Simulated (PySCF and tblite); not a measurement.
The numbers below are computed, except where a source is named.
System: C₆H₁₀OS, numbered as in [CH3:1][CH:2]([CH3:3])[C@@H:4]1[CH2:5][O:6][C:7]1=[S:8].

Two runs for the rotation about the C2–C4 bond (torsion C1–C2–C4–C5 from -70° to -181°, falling) on the same GFN2-xTB geometries. The first, PBE0/pcSseg-1 + D3(BJ), gave a barrier of 5.2 kcal/mol. The second was started with:

```json
{"job": {"kind": "nmr", "xc": "PBE0", "basis": "pcSseg-1", "scf": {"conv": 0.01, "max_cycle": 60}, "pop": false}, "charge": 0, "multiplicity": 1}
```

```
final grid: 143928 points
cycle   1  E = -707.4005417326  dE =  1.160e+00  |g| = 6.193e-01  |ddm| = 3.813e+00
cycle   2  E = -707.2979993722  dE =  1.025e-01  |g| = 9.572e-01  |ddm| = 1.211e+00
cycle   3  E = -707.4843909660  dE = -1.864e-01  |g| = 1.226e-01  |ddm| = 7.885e-01
cycle   4  E = -707.4876591579  dE = -3.268e-03  |g| = 4.966e-02  |ddm| = 1.737e-01
converged SCF energy = -707.4876591579

GIAO shielding tensors (ppm)
atom      isotropic    diamagn.    paramagn.     s11        s22        s33       span
  0 C      161.993     248.472     -86.479    150.045    150.867    185.068     35.024
  1 C      143.981     244.819    -100.838    136.999    141.011    153.933     16.933
  2 C      163.869     247.516     -83.647    151.351    158.589    181.667     30.316
  3 C      117.006     248.128    -131.122    102.058    110.918    138.043     35.984
  4 C      113.783     251.206    -137.423     90.239     99.282    151.826     61.587
```

Task: What is wrong with the second run, and what did it give?

Result: Its fault: SCF threshold far too loose. It ran through; the barrier from its energies is 5.3 kcal/mol, off by 0.0.
